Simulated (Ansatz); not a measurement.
`COB(C)[SiH3]`. Total charge 0; spin multiplicity 1.

Z-matrix (Å, degrees):
```
C
O 1 1.409
H 1 1.092 2 109.0
H 1 1.092 2 108.9 3 -118.5
H 1 1.094 2 112.1 3 120.8
B 2 1.350 1 124.7 3 -119.4
Si 6 2.051 2 122.3 1 -0.1
C 6 1.566 2 117.3 1 179.8
H 7 1.489 6 110.7 2 -178.8
H 7 1.494 6 112.1 2 61.3
H 7 1.494 6 112.5 2 -58.6
H 8 1.092 6 113.0 2 -0.3
H 8 1.096 6 110.4 2 -122.4
H 8 1.096 6 110.4 2 121.7
```

**Question.** List the harmonic frequencies (cm⁻¹, unscaled) at PBE0-D4/def2-TZVP in Ansatz. (An estimate is asked.)

**Answer.** The calculation gave: 53, 79, 101, 172, 194, 244, 308, 409, 505, 554, 566, 812, 852, 883, 937, 949, 1067, 1087, 1186, 1187, 1322, 1377, 1447, 1450, 1479, 1498, 1505, 2190, 2191, 2214, 3031, 3036, 3091, 3115, 3129, 3130.

**Question.** Is this a minimum?

**Answer.** Yes, all 36 modes are real.

**Question.** Give the ideal-gas thermochemistry at 298.15 K and 1 bar (rigid rotor, harmonic oscillator; point group Cs, symmetry number 1).

**Answer.** Zero-point energy 283.2 kJ/mol; H(298) − E = 308.2 kJ/mol; entropy 376.4 J/(mol·K), of which translation 164.7, rotation 113.3, vibration 98.4; G(298) − E = 195.9 kJ/mol. Modes under 100 cm⁻¹ are hindered rotations or soft bends, so the harmonic entropy is rough.

**Question.** Rotational constants (cm⁻¹)?

**Answer.** 0.1317, 0.1033, 0.06039.
